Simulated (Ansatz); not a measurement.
Ideal-gas functions of `[OH][Hf]([Br])([Br])[Br]` at 400 K and 1 bar, from an Ansatz frequency run at PBE0-D4/def2-TZVP.

Molar mass 435.21 g/mol, point group C3v (symmetry number 3), electronic degeneracy 1, moments of inertia 826.374, 826.524, 1328.572 u Å². Harmonic wavenumbers (cm⁻¹, unscaled): 62, 62, 73, 135, 135, 239, 247, 248, 271, 271, 742, 4000.

Use S(trans) = R[1.5 ln M + 2.5 ln T − 1.1517]; rotational temperatures θ = 24.2544 K / I; S(rot) = R[ln(√π/σ · √(T³/θAθBθC)) + 1.5]; for each mode x = 1.438777 ν̃/T, S = R[x/(eˣ − 1) − ln(1 − e⁻ˣ)] and H = RT x/(eˣ − 1); 1 cm⁻¹ = 0.0119627 kJ/mol; R = 8.31446 J/(mol·K).

Q: By hand: the entropy, in J/(mol·K).

A: Translation 190.7. Rotation: θ = 0.0294, 0.0293, 0.0183 K, giving 128.8. Vibration, mode by mode: 20.81, 20.81, 19.46, 14.40, 14.40, 9.82, 9.57, 9.53, 8.85, 8.85, 2.25, 0.00, in all 138.7. Electronic 0.0. Sum 458.2 J/(mol·K).

Q: By hand: H − E and G − E in kJ/mol, counted from the electronic energy.

A: Zero-point energy ½ × 6485 × 0.0119627 = 38.8; thermal vibration 24.8; translation, rotation and pV give 4 RT = 13.3. H − E = 76.9 kJ/mol, and G − E = 76.9 − 400 × 458.2/1000 = -106.4 kJ/mol.

Vibration gives 30 % of the entropy, 89.9 J/(mol·K) of it from the modes under 150 cm⁻¹: soft modes count most, and the harmonic formula is weakest for them. The sum counts one conformer and one mirror image; others add a mixing term.
